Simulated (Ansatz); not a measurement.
Ansatz (a first-principles code) input (B3LYP-D3(BJ)/def2-TZVP):

Ansatz 0.2 input:
```yaml
crystal:
  periodic: [false, false, false]
  atoms:
    - {symbol: Ca, position_ang: [0.00000000, 0.00000000, 0.00000000]}
    - {symbol: Cl, position_ang: [0.00000000, 0.00000000, 2.46962058]}
    - {symbol: Cl, position_ang: [-0.00000000, -0.00000000, -2.46962058]}
basis:
  gaussian:
    orbitals: def2-TZVP
hamiltonian:
  xc: b3lyp
  dispersion: d3bj
phonons: {temperatures: {t_min: 298.15, t_max: 298.15, t_step: 100}}
```

Output:

```
Functional definition: B3LYP
integrals: 0.04 GiB planned
911 factors; their error is unknown
mean field: 0.37 GiB planned
mean field evaluation 1: about -43487.9506 eV, gradient 2.8e1 eV
mean field evaluation 2: about -43485.7593 eV, gradient 4.4e1 eV
mean field evaluation 4: about -43490.2522 eV, gradient 1.2e0 eV
mean field evaluation 8: about -43490.3439 eV, gradient 1.1e-1 eV
mean field -43490.34394291 eV, -1598.2406610881 hartree, gradient 1.4e-5 eV, S^2 0.000000; 0 other end points of the search recorded, 0 dependent functions left out
the calculation of the forces begins
reference -43490.34419642 eV, -1598.2406704043 hartree; 27, 27 occupied and 83, 83 virtual orbitals, 911 factors
these checks for a lower state are left out or cut short: stability, starts, cluster_reference, orbital_swaps, neighbouring_geometries, increment
integrals: 0.04 GiB planned
911 factors; their error is unknown
mean field: 0.37 GiB planned
mean field evaluation 16: about -43490.2567 eV, gradient 1.2e-1 eV
mean field -43490.34394277 eV, -1598.2406610830 hartree, gradient 6.2e-7 eV, S^2 0.000000; 0 other end points of the search recorded, 0 dependent functions left out
the calculation of the forces begins
reference -43490.34419628 eV, -1598.2406703993 hartree; 27, 27 occupied and 83, 83 virtual orbitals, 911 factors
these checks for a lower state are left out or cut short: stability, starts, cluster_reference, orbital_swaps, neighbouring_geometries, increment
integrals: 0.04 GiB planned
911 factors; their error is unknown
mean field: 0.37 GiB planned
mean field -43490.34394277 eV, -1598.2406610830 hartree, gradient 6.2e-7 eV, S^2 0.000000; 0 other end points of the search recorded, 0 dependent functions left out
the calculation of the forces begins
reference -43490.34419628 eV, -1598.2406703993 hartree; 27, 27 occupied and 83, 83 virtual orbitals, 911 factors
these checks for a lower state are left out or cut short: stability, starts, cluster_reference, orbital_swaps, neighbouring_geometries, increment
integrals: 0.04 GiB planned
911 factors; their error is unknown
mean field: 0.37 GiB planned
mean field evaluation 32: about -43490.3439 eV, gradient 2.5e-5 eV
mean field -43490.34394277 eV, -1598.2406610830 hartree, gradient 6.2e-7 eV, S^2 0.000000; 0 other end points of the search recorded, 0 dependent functions left out
the calculation of the forces begins
reference -43490.34419628 eV, -1598.2406703993 hartree; 27, 27 occupied and 83, 83 virtual orbitals, 911 factors
these checks for a lower state are left out or cut short: stability, starts, cluster_reference, orbital_swaps, neighbouring_geometries, increment
integrals: 0.04 GiB planned
911 factors; their error is unknown
mean field: 0.37 GiB planned
mean field -43490.34394277 eV, -1598.2406610830 hartree, gradient 6.2e-7 eV, S^2 0.000000; 0 other end points of the search recorded, 0 dependent functions left out
the calculation of the forces begins
reference -43490.34419628 eV, -1598.2406703993 hartree; 27, 27 occupied and 83, 83 virtual orbitals, 911 factors
these checks for a lower state are left out or cut short: stability, starts, cluster_reference, orbital_swaps, neighbouring_geometries, increment
integrals: 0.04 GiB planned
911 factors; their error is unknown
mean field: 0.37 GiB planned
mean field -43490.34389092 eV, -1598.2406591775 hartree, gradient 1.1e-6 eV, S^2 0.000000; 0 other end points of the search recorded, 0 dependent functions left out
the calculation of the forces begins
reference -43490.34414443 eV, -1598.2406684938 hartree; 27, 27 occupied and 83, 83 virtual orbitals, 911 factors
these checks for a lower state are left out or cut short: stability, starts, cluster_reference, orbital_swaps, neighbouring_geometries, increment
integrals: 0.04 GiB planned
911 factors; their error is unknown
mean field: 0.37 GiB planned
mean field -43490.34389092 eV, -1598.2406591775 hartree, gradient 1.1e-6 eV, S^2 0.000000; 0 other end points of the search recorded, 0 dependent functions left out
the calculation of the forces begins
reference -43490.34414443 eV, -1598.2406684938 hartree; 27, 27 occupied and 83, 83 virtual orbitals, 911 factors
these checks for a lower state are left out or cut short: stability, starts, cluster_reference, orbital_swaps, neighbouring_geometries, increment
integrals: 0.04 GiB planned
911 factors; their error is unknown
mean field: 0.37 GiB planned
mean field evaluation 64: about -43490.3439 eV, gradient 1.6e-6 eV
mean field -43490.34394288 eV, -1598.2406610871 hartree, gradient 1.6e-6 eV, S^2 0.000000; 0 other end points of the search recorded, 0 dependent functions left out
the calculation of the forces begins
reference -43490.34419639 eV, -1598.2406704033 hartree; 27, 27 occupied and 83, 83 virtual orbitals, 911 factors
these checks for a lower state are left out or cut short: stability, starts, cluster_reference, orbital_swaps, neighbouring_geometries, increment
integrals: 0.04 GiB planned
911 factors; their error is unknown
mean field: 0.37 GiB planned
mean field -43490.34394288 eV, -1598.2406610871 hartree, gradient 1.6e-6 eV, S^2 0.000000; 0 other end points of the search recorded, 0 dependent functions left out
the calculation of the forces begins
reference -43490.34419639 eV, -1598.2406704033 hartree; 27, 27 occupied and 83, 83 virtual orbitals, 911 factors
these checks for a lower state are left out or cut short: stability, starts, cluster_reference, orbital_swaps, neighbouring_geometries, increment
integrals: 0.04 GiB planned
911 factors; their error is unknown
mean field: 0.37 GiB planned
mean field -43490.34394288 eV, -1598.2406610871 hartree, gradient 1.6e-6 eV, S^2 0.000000; 0 other end points of the search recorded, 0 dependent functions left out
the calculation of the forces begins
reference -43490.34419639 eV, -1598.2406704033 hartree; 27, 27 occupied and 83, 83 virtual orbitals, 911 factors
these checks for a lower state are left out or cut short: stability, starts, cluster_reference, orbital_swaps, neighbouring_geometries, increment
integrals: 0.04 GiB planned
911 factors; their error is unknown
mean field: 0.37 GiB planned
mean field -43490.34394288 eV, -1598.2406610871 hartree, gradient 1.6e-6 eV, S^2 0.000000; 0 other end points of the search recorded, 0 dependent functions left out
the calculation of the forces begins
reference -43490.34419639 eV, -1598.2406704033 hartree; 27, 27 occupied and 83, 83 virtual orbitals, 911 factors
these checks for a lower state are left out or cut short: stability, starts, cluster_reference, orbital_swaps, neighbouring_geometries, increment
integrals: 0.04 GiB planned
911 factors; their error is unknown
mean field: 0.37 GiB planned
mean field -43490.34394092 eV, -1598.2406610150 hartree, gradient 5.7e-7 eV, S^2 0.000000; 0 other end points of the search recorded, 0 dependent functions left out
the calculation of the forces begins
reference -43490.34419445 eV, -1598.2406703319 hartree; 27, 27 occupied and 83, 83 virtual orbitals, 911 factors
these checks for a lower state are left out or cut short: stability, starts, cluster_reference, orbital_swaps, neighbouring_geometries, increment
integrals: 0.04 GiB planned
911 factors; their error is unknown
mean field: 0.37 GiB planned
mean field evaluation 96: about -43490.3439 eV, gradient 3.5e-5 eV
mean field -43490.34388739 eV, -1598.2406590479 hartree, gradient 2.7e-6 eV, S^2 0.000000; 0 other end points of the search recorded, 0 dependent functions left out
the calculation of the forces begins
reference -43490.34414088 eV, -1598.2406683635 hartree; 27, 27 occupied and 83, 83 virtual orbitals, 911 factors
Total energy: -43490.47307341 eV, -1598.2454065462 hartree
Atom 0 at     0.000000     0.000000     0.000000 Å, force     0.000000    -0.000000     0.000000 eV/Å
Atom 1 at     0.000000     0.000000     2.469621 Å, force    -0.000000     0.000000    -0.000658 eV/Å
Atom 2 at    -0.000000    -0.000000    -2.469621 Å, force    -0.000000    -0.000000     0.000658 eV/Å
Dipole moment:     0.000000    -0.000000     0.000000 e Å
Vibrations: 22.27 22.27 277.93 420.56 cm⁻¹, zero-point energy 0.046063 eV
```
